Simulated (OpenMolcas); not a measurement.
## I VII: RASPT2 settings compared

```
Program             : OpenMolcas 26.06
Basis               : ANO-R3 [8s7p5d4f3g2h]
Scalar Hamiltonian  : X2C, finite nucleus
Active space        : 1 electron in 9 orbitals (RAS2 5s 5p; RAS3 5d, at most 1 electron)
State averaging     : 2S+1 = 2 even, 1 root; 2S+1 = 2 odd, 3 roots
Spin-orbit coupling : RASSI with atomic mean-field integrals over the reference wave functions, term energies averaged over their components
```

Methods on the same reference wave functions:
A. RASSCF
B. SS-RASPT2, IPEA 0 Eh, imaginary shift 0.4 Eh (closed shells correlated: 4d)
C. SS-RASPT2, IPEA 0.4 Eh, no level shift (closed shells correlated: 4d)
D. XMS-RASPT2, IPEA 0.75 Eh, no level shift (closed shells correlated: 4d)

Energies in cm-1 above 5s 2S 1/2, the measured ground level; measured values from Moore, Atomic Energy Levels, vol. III, NSRDS-NBS 35 (1971 reprint of NBS Circular 467, 1958).

| Level | A | B | C | D | Measured |
| --- | --- | --- | --- | --- | --- |
| 5s 2S 1/2 | 0.0 | 0.0 | 0.0 | 0.0 | 0.0 |
| 5p 2P* 1/2 | 104912 | 107384 | 107377 | 106694 | 104960 |
| 5p 2P* 3/2 | 117414 | 119886 | 119879 | 119196 | 119960 |

Deviations, from unrounded energies. A percentage is the sum of absolute deviations over the sum of measured energies, with the sign that they share, or ± where signs differ.

```tsv
Against measurement	Levels	A	B	C	D
mean absolute deviation (cm-1)	2	1300	1200	1200	1200
other configurations (%)	2	-1.2	±1.1	±1.1	±1.1
```

A, B, C, D lie about equally close to measurement. The largest miss of B in the table is 5p 2P* 1/2, by +2400 cm-1. The ranking rests on the paired levels alone, and a cruder setting can come out closer through cancelling errors.

Among B to D the level of the table that moves most is 5p 2P* 1/2, by 690 cm-1 (lowest in D, highest in B).

The two smallest mean deviations differ by little beside CASPT2's spread within terms, so their order carries little weight.

The lowest spin-free term lies below A's lowest term by 0.457 hartree in B, 0.454 hartree in C, 0.452 hartree in D.

With one active electron outside closed inactive shells, the extra shells (5d) add no correlation to the reference. With one active electron the reference holds no correlation, so core polarisation is missing (holds for A). With one active electron, CASPT2 adds the correlation within the correlated inactive shells and between them and that electron, and leaves the splitting within a term as the reference gives it (holds for B; C; D). Measured partners are found by configuration, term and J. A level has none where our copy of the source lacks it or the pairing is in doubt (some pairs that miss far off the trend of their configuration count as doubtful), and it then counts in no deviation. Levels of configurations outside the active space are missing.

* marks odd parity.
